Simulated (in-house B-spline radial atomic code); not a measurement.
Configurations of Au⁺, with energies counted from [Xe] 4f14 5d10. Level of theory: Dirac-Hartree-Fock, average of configuration, Fermi nucleus of rms radius 5.4371 fm; calculated with a radial B-spline atomic code at the basis-set limit. Energies include first-order Breit, QED and recoil terms.

Occupations are held fixed; configurations that lie above the ionisation limit could autoionise.

| configuration | E - E(ref) (eV) | highest orbital | its <r> (bohr) |
| --- | --- | --- | --- |
| [Xe] 4f14 (5d3/2)3 (5d5/2)6 (7p1/2)1 | 15.078 | 7p1/2 | 7.85 |
| [Xe] 4f14 (5d3/2)4 (5d5/2)5 (6f7/2)1 | 16.35 | 6f7/2 | 15.5 |
| [Xe] 4f14 (5d3/2)4 (5d5/2)5 (8g9/2)1 | 17.696 | 8g9/2 | 42.99 |
| [Xe] (4f5/2)5 (4f7/2)8 5d10 (6p1/2)1 | 90.577 | 6p1/2 | 3.395 |
| [Xe] (4f5/2)6 (4f7/2)7 5d10 (7d3/2)1 | 94.857 | 7d3/2 | 11.76 |
| [Xe] (4f5/2)5 (4f7/2)8 5d10 (9f7/2)1 | 100.78 | 9f7/2 | 44.54 |
| [Kr] (4d3/2)3 (4d5/2)6 4f14 5s2 5p6 5d10 9s1 | 369.97 | 9s1/2 | 18.24 |

**Question.** Order these further configurations by energy, lowest first.
A. [Kr] (4d3/2)4 (4d5/2)5 4f14 5s2 5p6 5d10 (6p1/2)1
B. [Xe] (4f5/2)5 (4f7/2)8 5d10 (6g9/2)1
C. [Xe] 4f14 (5d3/2)4 (5d5/2)5 (6g7/2)1
D. [Xe] (4f5/2)5 (4f7/2)8 5d10 (6d5/2)1
E. [Xe] (4f5/2)6 (4f7/2)7 5d10 (5f5/2)1

**Answer.** C (17.035 eV), E (94.55 eV), D (96.207 eV), B (100.13 eV), A (342.96 eV).

**Question.** How far above the reference does [Kr] (4d3/2)3 (4d5/2)6 4f14 5s2 5p6 5d10 (8p1/2)1 lie?

**Answer.** 369.28 eV; its least bound orbital is 8p1/2 with <r> = 13.54 bohr.

**Question.** How far above the reference does [Kr] 4d10 4f14 5s2 (5p1/2)1 (5p3/2)4 5d10 (7g9/2)1 lie?

**Answer.** 90.096 eV; its least bound orbital is 7g9/2 with <r> = 31.74 bohr.
